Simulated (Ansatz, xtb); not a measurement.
**ClFH3Si2+: where a starting geometry ends**

The starting geometry of this gas-phase singlet has its atoms placed at random.

```yaml
atoms:
  - { symbol: Cl, position_ang: [-0.2205, -1.8420, -0.8874] }
  - { symbol: F, position_ang: [0.4301, -0.8301, -1.7484] }
  - { symbol: Si, position_ang: [-0.2894, -0.5041, 2.2049] }
  - { symbol: Si, position_ang: [-0.3968, 0.8443, 0.1218] }
  - { symbol: H, position_ang: [-0.2655, 2.1953, -0.1977] }
  - { symbol: H, position_ang: [-1.1891, -0.0192, -1.3584] }
  - { symbol: H, position_ang: [0.4706, 1.0711, 1.2396] }
```

Problem. One run relaxed it with r2SCAN-D4/def2-SVP. What is a likely outcome?

Solution. It ends as a structure with Cl1 bridging F2 and Si3, given below by its coordinates. Distances that change by over a tenth: Cl1–F2 (1.48 → 1.87 Å). Contacts that close: Cl1–Si3 (3.37 → 2.01 Å), Si4–H6 (1.89 → 1.48 Å).

The energy falls by 5.70 eV over 25 steps:

```csv
step,E − E(last) (eV)
1,5.699
4,1.562
6,1.123
9,0.741
12,0.374
14,0.283
17,0.079
20,0.011
22,0.001
25,0.000
```

Final geometry (Å):

```yaml
atoms:
  - { symbol: Cl, position_ang: [-0.0504, -2.1776, 0.0577] }
  - { symbol: F, position_ang: [0.7165, -1.5305, -1.5256] }
  - { symbol: Si, position_ang: [-0.8541, -0.8328, 1.3221] }
  - { symbol: Si, position_ang: [-0.3635, 1.1950, -0.0024] }
  - { symbol: H, position_ang: [-0.9212, 2.2849, 0.8314] }
  - { symbol: H, position_ang: [-1.1050, 0.8725, -1.2471] }
  - { symbol: H, position_ang: [1.1170, 1.1037, -0.0617] }
```

From the same start GFN2-xTB ends elsewhere, in pieces: H3Si2 + ClF.

From so rough a start the end depends on the optimiser's path, so another program may land elsewhere. The end wasn't checked by frequencies. Run with Ansatz 0.2.0, 41 s on 2 threads of Intel(R) Xeon(R) Platinum 8259CL CPU @ 2.50GHz (Skylake/Cascade Lake), on a shared host.
